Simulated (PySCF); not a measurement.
**Li⁻ (lithium, charge -1): UHF calculation**

Configuration: [He] 2s2, closed-shell 1S. All numbers are calculated (PySCF 2.14, no relativity, point nucleus, in aug-cc-pCVQZ (9s8p6d4f2g, 109 functions)).

- Total energy: -7.428185 hartree
- One-electron energy: -10.1824 hartree
- Hartree (Coulomb) energy: 4.5813 hartree
- Exchange energy: -1.8271 hartree
- Kinetic energy: 7.42830 hartree
- ⟨S²⟩: 0.0000
- ⟨L²⟩: 0.000
- Sum of ⟨r⟩: 12.62 bohr
- Sum of ⟨r²⟩: 87.11 bohr²
- Density at the nucleus (Gaussians lack the cusp): 13.5 bohr⁻³
- Langevin diamagnetic susceptibility: -69.0 ×10⁻⁶ cm³/mol

```csv
shell,electrons,mean orbital energy (hartree),"rms radius, mean of both spins (bohr)"
1s,2,-2.32252,0.668
2s,2,-0.01444,6.57
```
